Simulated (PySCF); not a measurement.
Job file and geometry (Å, from GFN2-xTB) of an NMR shielding run on `CS[SiH2]OC(C)(C)C=O`, C5H12O2SSi, GIAO PBE0/pcSseg-1 NMR shielding, non-relativistic, gas phase (PySCF 2.14.0, density-fitted response routines); density fitting, a coarse starting grid and PySCF grid level 2 are the driver's defaults:

```
$ OMP_NUM_THREADS=1 python probes_run.py task.json out

{"job": {"kind": "nmr", "xc": "PBE0", "basis": "pcSseg-1"}, "charge": 0, "multiplicity": 1}
C      3.789618     0.295902    -0.464840
S      2.074683     0.894875    -0.426015
Si     1.155905    -0.730498     0.634388
O     -0.381745    -0.420889     0.983346
C     -1.459154     0.093480     0.242038
C     -1.370600     1.625693     0.195879
C     -1.518242    -0.489078    -1.167149
C     -2.725057    -0.250998     1.010523
O     -3.834293    -0.200627     0.564502
H      3.817931    -0.707098    -0.877844
H      4.349790     0.976027    -1.097360
H      4.195485     0.301376     0.541843
H      1.334378    -1.907125    -0.214949
H      1.720098    -0.855398     1.965767
H     -1.296604     2.020668     1.206303
H     -2.252992     2.034941    -0.287527
H     -0.481097     1.917141    -0.357730
H     -1.481633    -1.575044    -1.118584
H     -0.674726    -0.128791    -1.750809
H     -2.447169    -0.186771    -1.642190
H     -2.523496    -0.536141     2.059935
```

Task: Write the output of this run.

Result: 
```
coarse grid: 18296 points
cycle   1  E = -1034.9377127764  dE =  1.120e+00  |g| = 9.836e-01  |ddm| = 4.041e+00
cycle   2  E = -1034.5218015825  dE =  4.159e-01  |g| = 1.786e+00  |ddm| = 2.315e+00
cycle   3  E = -1035.1135798624  dE = -5.918e-01  |g| = 2.302e-01  |ddm| = 1.719e+00
cycle   4  E = -1035.1232737530  dE = -9.694e-03  |g| = 9.178e-02  |ddm| = 2.481e-01
cycle   5  E = -1035.1245999217  dE = -1.326e-03  |g| = 2.986e-02  |ddm| = 8.876e-02
cycle   6  E = -1035.1247757688  dE = -1.758e-04  |g| = 5.780e-03  |ddm| = 2.908e-02
cycle   7  E = -1035.1247827150  dE = -6.946e-06  |g| = 1.368e-03  |ddm| = 6.612e-03
final grid: 166592 points
cycle   8  E = -1035.2024025121  dE = -2.778e-05  |g| = 1.667e-02  |ddm| = 3.822e-02
cycle   9  E = -1035.2023012716  dE =  1.012e-04  |g| = 2.863e-02  |ddm| = 3.240e-02
cycle  10  E = -1035.2024552237  dE = -1.540e-04  |g| = 3.588e-03  |ddm| = 2.119e-02
cycle  11  E = -1035.2024577200  dE = -2.496e-06  |g| = 4.649e-04  |ddm| = 2.812e-03
cycle  12  E = -1035.2024577532  dE = -3.317e-08  |g| = 2.175e-04  |ddm| = 5.915e-04
cycle  13  E = -1035.2024577624  dE = -9.260e-09  |g| = 3.593e-05  |ddm| = 2.202e-04
cycle  14  E = -1035.2024577627  dE = -2.842e-10  |g| = 1.183e-05  |ddm| = 4.480e-05
converged SCF energy = -1035.2024577627

GIAO shielding tensors (ppm)
atom      isotropic    diamagn.    paramagn.     s11        s22        s33       span
  0 C      177.173     250.524     -73.351    166.028    171.657    193.833     27.806
  1 S      698.830    1062.582    -363.752    584.718    639.889    871.882    287.164
  2 Si     368.384     882.173    -513.789    338.417    352.681    414.054     75.637
  3 O      264.920     400.761    -135.840    224.082    266.880    303.799     79.717
  4 C      105.119     241.567    -136.448     89.795     94.747    130.815     41.019
  5 C      157.831     249.705     -91.874    134.185    157.003    182.304     48.119
  6 C      163.036     251.044     -88.008    150.030    154.076    185.003     34.974
  7 C      -28.055     252.666    -280.721   -116.255    -41.913     74.004    190.258
  8 O     -337.172     395.201    -732.373   -952.889   -426.007    367.380   1320.269
  9 H       29.978      29.638       0.340     24.024     28.081     37.830     13.807
 10 H       29.617      28.382       1.235     23.844     26.792     38.215     14.370
 11 H       29.795      28.714       1.081     23.490     27.623     38.271     14.781
 12 H       26.120      31.539      -5.419     22.561     24.877     30.922      8.361
 13 H       26.401      31.014      -4.613     22.055     25.137     32.012      9.958
 14 H       30.281      31.158      -0.877     27.111     27.991     35.741      8.630
 15 H       30.737      31.406      -0.669     26.252     28.513     37.446     11.194
 16 H       30.155      32.578      -2.423     25.064     30.262     35.139     10.074
 17 H       30.475      31.938      -1.463     26.540     28.589     36.297      9.757
 18 H       30.181      32.994      -2.813     25.881     30.667     33.995      8.114
 19 H       29.864      31.834      -1.971     25.710     27.407     36.474     10.764
 20 H       21.513      28.916      -7.403     18.301     20.762     25.476      7.175
```

Task: Turn these shieldings into chemical shifts. Scale: TMS for ¹³C (σref 186.93) and ²⁹Si (σref 349.16) and ¹H (σref 31.72); ³³S (σref 503.73) against CS2; ¹⁷O (σref 336.08) vs H2O (reference shieldings calculated alike).

Result: Averaging equivalent atoms: C 7: 215.0; C 4: 81.8; C 5/6: 26.5; C 0: 9.8; S 1: -195; Si 2: -19.2; O 8: 673.3; O 3: 71.2; H 20: 10.20; H 12/13: 5.46; H 9/10/11: 1.92; H 14/15/16/17/18/19: 1.43 ppm. Unscaled 17O shifts of doubly bonded oxygen tend to come out too high, by tens of ppm or more. Experimental scales use liquid or dissolved standards, which lie at an offset from isolated H2O (liquid H2O: subtract about 36 ppm).

Size and cost of the density-fitted run: 227 basis functions, 59 s wall time on 1 thread of an Arm Neoverse V1, shared host; peak memory 1.1 GiB.
